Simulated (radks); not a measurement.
Results of a calculation; reference values are marked as such.
Effect of the nuclear size on the scandium ion Sc2+, [Ar] 3d1. Level of theory: Dirac Kohn-Sham, relativistic LDA (MacDonald-Vosko exchange, VWN5 correlation), spin-unpolarised, spherical densities, finite nucleus; open shells are shared between the two j in proportion to 2j + 1; Fermi nuclear charge, rms radius 3.5459 fm (a radial shooting solver on a logarithmic mesh with Libxc functionals). The rms radius is varied about that value; shifts are against it.

| rms radius (fm) | total energy shift (eV) | density at nucleus (e/bohr^3) | 1s1/2 shift (meV) | 2s1/2 shift (meV) | 3s1/2 shift (meV) |
|---|---|---|---|---|---|
| 2.9927 | -0.0111 | 7219 | -4.67 | -0.381 | -0.051 |
| 3.2232 | -0.00668 | 7204 | -2.82 | -0.230 | -0.031 |
| 3.5459 | 0 | 7184 | 0.000 | 0.000 | 0.000 |
| 3.7551 | 0.00466 | 7173 | 1.96 | 0.161 | 0.021 |
| 4.0813 | 0.0124 | 7156 | 5.25 | 0.429 | 0.057 |

Slopes of the eigenvalues against <r^2> in GHz/fm^2, as finite differences over the two radii next to the reference (eigenvalue slopes, not the field-shift constants of lines): 1s1/2 311, 2s1/2 25.5, 3s1/2 3.40.
